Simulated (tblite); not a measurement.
Compound: C7H13Ga.
Numbering: `[CH2:1]=[CH:2][C:3](=[CH2:4])[GaH:5][CH:6]([CH3:7])[CH3:8]` (hydrogens: H9, H10 on C1; H11 on C2; H12, H13 on C4; H14 on Ga5; H15 on C6; H16, H17, H18 on C7; H19, H20, H21 on C8)

Computed with GFN2-xTB (tblite), gas phase: L-BFGS steps from a force-field or distance-geometry start until the largest atomic force falls under 0.01 eV/Å.

The end geometry, which sets the zero of energy:
```
atom  x, y, z in Å
C1      1.9166    1.8107    0.5960
C2      2.6629    0.7705    0.2405
C3      2.1044   -0.5641    0.1067
C4      2.8581   -1.6395   -0.1400
Ga5     0.0993   -0.9499    0.2608
C6     -1.6322    0.2012    0.4045
C7     -2.7753   -0.7982    0.5921
C8     -1.8473    1.0577   -0.8482
H9      0.8593    1.6796    0.7992
H10     2.3168    2.8048    0.7065
H11     3.7242    0.8916    0.0454
H12     2.3972   -2.6193   -0.2280
H13     3.9345   -1.6034   -0.2517
H14    -0.1369   -2.5435    0.1794
H15    -1.6105    0.8741    1.2743
H16    -3.7433   -0.2961    0.6278
H17    -2.6407   -1.3600    1.5204
H18    -2.7914   -1.5154   -0.2336
H19    -2.7504    1.6639   -0.7540
H20    -1.9534    0.4238   -1.7305
H21    -1.0009    1.7283   -1.0133
```

**Question.** These geometries come from the run, each turned onto the end geometry. Order them by energy, lowest first.
A.
```
atom  x, y, z in Å
C1      1.9448    1.8221    0.3667
C2      2.5043    0.7490   -0.1795
C3      2.0153   -0.5894    0.1086
C4      2.7583   -1.6897   -0.0276
Ga5     0.0878   -0.9052    0.7148
C6     -1.7056    0.1344    0.5324
C7     -2.7418   -0.9381    0.1761
C8     -1.6782    1.2510   -0.5127
H9      1.1106    1.7179    1.0564
H10     2.3060    2.8209    0.1876
H11     3.3485    0.8514   -0.8527
H12     2.3472   -2.6605    0.2336
H13     3.7878   -1.6792   -0.3607
H14    -0.0764   -2.4054    1.2834
H15    -1.9978    0.5768    1.4957
H16    -3.7570   -0.5447    0.2404
H17    -2.6612   -1.7869    0.8637
H18    -2.5746   -1.3087   -0.8384
H19    -2.6878    1.6271   -0.6912
H20    -1.2787    0.8884   -1.4619
H21    -1.0603    2.0858   -0.1804
```
B.
```
atom  x, y, z in Å
C1      1.9407    1.8390    0.3631
C2      2.5954    0.7633   -0.0588
C3      2.0669   -0.5782    0.1296
C4      2.8287   -1.6710    0.0262
Ga5     0.0882   -0.9490    0.5089
C6     -1.6898    0.1420    0.4856
C7     -2.7774   -0.9205    0.2938
C8     -1.7645    1.2296   -0.5881
H9      0.9879    1.7330    0.8727
H10     2.3256    2.8392    0.2525
H11     3.5612    0.8584   -0.5459
H12     2.4004   -2.6566    0.1903
H13     3.8890   -1.6352   -0.1933
H14    -0.1233   -2.5240    0.8027
H15    -1.8527    0.6202    1.4646
H16    -3.7776   -0.4984    0.4041
H17    -2.6567   -1.7230    1.0307
H18    -2.7028   -1.3680   -0.7010
H19    -2.6973    1.7924   -0.5078
H20    -1.7128    0.7889   -1.5856
H21    -0.9382    1.9347   -0.4899
```
C.
```
atom  x, y, z in Å
C1      1.9037    1.8106    0.5549
C2      2.6511    0.7706    0.2012
C3      2.0997   -0.5709    0.1113
C4      2.8540   -1.6438   -0.1433
Ga5     0.0988   -0.9588    0.3296
C6     -1.6399    0.1921    0.4310
C7     -2.7866   -0.8147    0.5453
C8     -1.8105    1.0865   -0.8014
H9      0.8536    1.6715    0.7905
H10     2.2951    2.8118    0.6289
H11     3.7046    0.8984   -0.0300
H12     2.3987   -2.6283   -0.1998
H13     3.9262   -1.6020   -0.2920
H14    -0.1273   -2.5559    0.3270
H15    -1.6581    0.8354    1.3238
H16    -3.7563   -0.3140    0.5435
H17    -2.6928   -1.3869    1.4722
H18    -2.7619   -1.5188   -0.2917
H19    -2.7324    1.6689   -0.7334
H20    -1.8543    0.4823   -1.7108
H21    -0.9744    1.7830   -0.9026
```
D.
```
atom  x, y, z in Å
C1      2.0909    1.9205    0.3606
C2      2.5163    0.7656   -0.1403
C3      1.8861   -0.5102    0.1574
C4      2.4370   -1.6675   -0.2283
Ga5     0.0706   -0.7379    1.0683
C6     -1.7939    0.0739    0.5937
C7     -2.6446   -1.0623    0.0095
C8     -1.6187    1.1997   -0.4175
H9      1.2399    1.9376    1.0350
H10     2.5630    2.8654    0.1437
H11     3.3908    0.7324   -0.7820
H12     1.9722   -2.6131    0.0229
H13     3.3554   -1.7304   -0.7961
H14     0.0808   -2.0177    2.0697
H15    -2.3047    0.4619    1.4870
H16    -3.6594   -0.7245   -0.2183
H17    -2.7017   -1.8876    0.7248
H18    -2.1917   -1.4349   -0.9142
H19    -2.5833    1.5514   -0.7805
H20    -1.0278    0.8554   -1.2682
H21    -1.0864    2.0389    0.0269
```
E.
```
atom  x, y, z in Å
C1      2.6922    1.9036    0.3712
C2      3.0373    0.6553    0.0860
C3      2.0852   -0.4387    0.1241
C4      2.4838   -1.7062   -0.0288
Ga5     0.0978   -0.2940    0.7100
C6     -1.9408    0.1531    0.3501
C7     -2.5289   -1.2174    0.0036
C8     -2.4019    1.2389   -0.6152
H9      1.6639    2.1587    0.5979
H10     3.3856    2.7227    0.3796
H11     4.0700    0.4131   -0.1433
H12     1.7653   -2.5139    0.0396
H13     3.5138   -1.9702   -0.2301
H14    -0.0406   -1.3539    1.9343
H15    -2.3071    0.4092    1.3598
H16    -3.6079   -1.2303    0.1590
H17    -2.0795   -1.9736    0.6575
H18    -2.3192   -1.4770   -1.0356
H19    -3.4932    1.3160   -0.5879
H20    -2.0993    1.0111   -1.6392
H21    -1.9853    2.2103   -0.3383
```

**Answer.** C (0.002 eV), B (0.023 eV), A (0.039 eV), D (0.092 eV), E (0.279 eV).

In the order of the answer:

| step | E above end (eV) | largest force (eV/Å) | rms force component (eV/Å) | rms distance from end (Å) | rms bond change (Å) | bond most changed (Å) |
| --- | --- | --- | --- | --- | --- | --- |
| 180 | 0.002 | 0.04 | 0.012 | 0.072 | 0.001 | Ga5–C6 +0.003 |
| 154 | 0.023 | 0.05 | 0.015 | 0.386 | 0.002 | Ga5–H14 +0.003 |
| 117 | 0.039 | 0.05 | 0.020 | 0.573 | 0.002 | C6–C7 +0.003 |
| 60 | 0.092 | 0.13 | 0.047 | 0.818 | 0.004 | Ga5–H14 +0.012 |
| 22 | 0.279 | 0.18 | 0.058 | 0.911 | 0.011 | Ga5–C6 +0.034 |

What follows is the cost of the whole relaxation. Time: 2.9 s of wall time. Hardware: Arm Neoverse N1, one thread, no GPU, shared host with 64 logical CPUs at a one-minute load of 60.
